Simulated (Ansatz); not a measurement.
Relaxation of a periodic cell of 12 atoms, HF (contents 6 HF, density as packed 1.09 g/cm³ with natural masses), to a largest force component of 0.3 eV/Å in at most 15 steps.

Level of theory: DFT PBE-D3(BJ), scalar-relativistic, plane waves, PAW (Ansatz 0.2.0). Settings: accuracy low, cutoff 420 eV, k mesh 1x1x1, fermi-dirac smearing 0.02 eV, no spin polarisation.

```xyz
12
Lattice="5.6836 0.0000 0.0000 0.0000 5.6836 0.0000 0.0000 0.0000 5.6836" Properties=species:S:1:pos:R:3
F 1.779 0.849 4.084
H 0.899 0.914 4.388
F 0.318 3.603 3.773
H 0.755 3.043 3.167
F 3.122 4.273 1.935
H 2.690 4.063 1.134
F 4.589 0.786 5.253
H 4.661 0.534 4.357
F 0.411 1.877 1.310
H 0.625 1.031 0.977
F 3.493 4.209 4.918
H 3.628 4.068 4.004
```

Q: Where does it end, and by what steps?

A: The run converged. The threshold is loose, so the end isn't yet a minimum. Limits of this set-up: coarse k mesh, low accuracy level. After 9 steps the energy has fallen by 1.436 eV; H8 moved furthest, 1.06 Å.

```
step  energy less start (eV)  largest force component (eV/Å)  accepted
   0                  0.0000                           0.654       yes
   1                 -0.2720                           2.736       yes
   2                 -0.5191                           2.291       yes
   3                 -0.7686                           1.099       yes
   4                 -0.9154                           1.043       yes
   5                 -1.0499                           0.831       yes
   6                 -1.1586                           0.902       yes
   7                 -1.2737                           0.795       yes
   8                 -1.3834                           0.360       yes
   9                 -1.4358                           0.213       yes
```

```xyz
12
Lattice="5.6836 0.0000 0.0000 0.0000 5.6836 0.0000 0.0000 0.0000 5.6836" Properties=species:S:1:pos:R:3
F 1.866 1.039 3.942
H 1.042 0.853 4.360
F -0.181 3.402 3.532
H -0.032 2.952 2.672
F 2.818 4.119 1.832
H 2.992 3.994 0.915
F 5.238 0.694 5.320
H 4.647 -0.090 5.219
F 0.391 2.355 1.368
H -0.061 1.656 0.876
F 3.879 4.386 4.984
H 4.372 3.893 4.279
```

The run took 8.7 s on 1 CPU thread of a shared host.
